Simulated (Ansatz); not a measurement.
Mulliken charges of GeH$_{3}$S (`[S][GeH3]`) radical from r2SCAN/def2-TZVPP in Ansatz (PBE0-D4/def2-TZVP geometry).

```json
{"atom": "S1", "x (Å)": "1.402", "y (Å)": "-0.324", "z (Å)": "1.481", "charge (e)": "-0.262"}
{"atom": "Ge2", "x (Å)": "-0.108", "y (Å)": "0.003", "z (Å)": "-0.100", "charge (e)": "0.271"}
{"atom": "H3", "x (Å)": "-1.019", "y (Å)": "1.187", "z (Å)": "0.257", "charge (e)": "-0.007"}
{"atom": "H4", "x (Å)": "0.718", "y (Å)": "0.326", "z (Å)": "-1.356", "charge (e)": "0.005"}
{"atom": "H5", "x (Å)": "-0.944", "y (Å)": "-1.266", "z (Å)": "-0.323", "charge (e)": "-0.007"}
```

Question: By hand: the dipole of these point charges (1 e Å = 4.8032 D).

Answer: Σ q r = (-0.379, 0.088, -0.421) e Å, of length 0.573 e Å = 2.75 D.

Question: How does the dipole of the full density compare? (Best estimate.)

Answer: Ansatz gave: (-0.199, 0.044, -0.211) e Å, 1.41 D; the point charges give 1.95 times that, at 1° from its direction.

Point charges leave out the atoms' own dipoles, such as those of lone pairs, and Mulliken's split depends on the basis, so the two needn't agree.
